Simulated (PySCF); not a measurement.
# Reading the logs of faulty runs: AlB2H5N

These are calculations, not measurements. They come from PySCF 2.14.0, an open-source quantum chemistry program, on an isolated molecule that a program drew, which may never have been made. The molecule is AlB2H5N (charge 0, doublet), drawn as the SMILES string `NB[BH][AlH]`.

Each row is a Hartree-Fock (HF) and frozen-core CCSD(T) single point in the cc-pV(D+d)Z basis, meant for a local HF minimum. Run 1 is clean. Each other run has one planted mistake out of seven kinds, and not every kind appears here: one electron removed, one electron added, multiplicity raised by two, geometry at a saddle point, minimal basis STO-3G, one bond length entered in bohr, all coordinates scaled. The reference is restricted for singlets and unrestricted otherwise, and also for a bond in bohr. Adding or removing an electron swaps singlet and doublet. Electrons count all cores. HOMO and LUMO are orbital energies over both spins, the gradient is its largest component, and the lowest frequency (negative if imaginary) is given only where the gradient is small. Bond lengths are over the 8 bonds as drawn. T1 is the CCSD diagnostic: over 0.02 (restricted) or 0.045 (unrestricted) a single reference is doubtful.

Geometry of the clean run:
```xyz
9
AlB2H5N, angstrom
N    -1.9935   -0.6140   -0.4290
B    -1.3134   -0.1847    0.7127
B     0.3203   -0.5048    1.0676
Al    1.9467    0.7952    0.5999
H    -2.9579   -0.4117   -0.5914
H    -1.5827   -1.1743   -1.1462
H    -1.9458    0.4840    1.4997
H     0.5996   -1.4520    1.7653
H     2.8557    0.6881   -0.7080
```

| run | electrons | basis functions | <S^2> | HOMO (eV) | LUMO (eV) | gradient (hartree/bohr) | lowest frequency (cm^-1) | mean bond (Å) | longest bond (Å) | T1 | HF (hartree) | CCSD(T) (hartree) | mistake |
|---|---|---|---|---|---|---|---|---|---|---|---|---|---|
| 1 | 35 | 90 | 0.800 | -7.40 | 1.00 | 6.5e-06 | 86 | 1.4058 | 2.134 | 0.0250 | -348.61996 | -349.06444 | no fault |
| 2 | 36 | 90 | 0.000 | -0.27 | 6.29 | 2.3e-02 | - | 1.4058 | 2.134 | 0.0335 | -348.60088 | -349.08604 | one electron added |
| 3 | 35 | 90 | 0.799 | -7.46 | 0.93 | 2.8e-02 | - | 1.4508 | 2.202 | 0.0248 | -348.61287 | -349.06061 | all coordinates scaled |
| 4 | 35 | 90 | 3.781 | -6.53 | -0.78 | 3.2e-02 | - | 1.4058 | 2.134 | 0.0253 | -348.52054 | -348.95466 | multiplicity raised by two |
| 5 | 35 | 90 | 0.762 | -6.67 | 0.94 | 4.7e-05 | -181 | 1.3929 | 2.024 | 0.0198 | -348.60996 | -349.06666 | ? |
| 6 | 34 | 90 | 0.000 | -15.11 | -5.98 | 3.1e-02 | - | 1.4058 | 2.134 | 0.0198 | -348.37425 | -348.81291 | ? |

**Which mistake was planted in run 5, and what did it cost?**

The gradient is small, so the point is stationary, but the lowest frequency is imaginary (-181 cm^-1). So the mistake is: geometry at a saddle point. Subtracting run 1 and multiplying by 627.51 kcal/mol a hartree, the energy moved by 6.3 kcal/mol in HF and -1.4 kcal/mol in CCSD(T).

**Which mistake was planted in run 6, and what did it cost?**

It counts 34 electrons, one fewer than the clean run, at the same geometry and basis. So the mistake is: one electron removed. Subtracting run 1 and multiplying by 627.51 kcal/mol a hartree, the energy moved by 154.2 kcal/mol in HF and 157.8 kcal/mol in CCSD(T).

Cautions from the logs. Run 2: T1 is over the limit, so its CCSD(T) energy is less reliable.
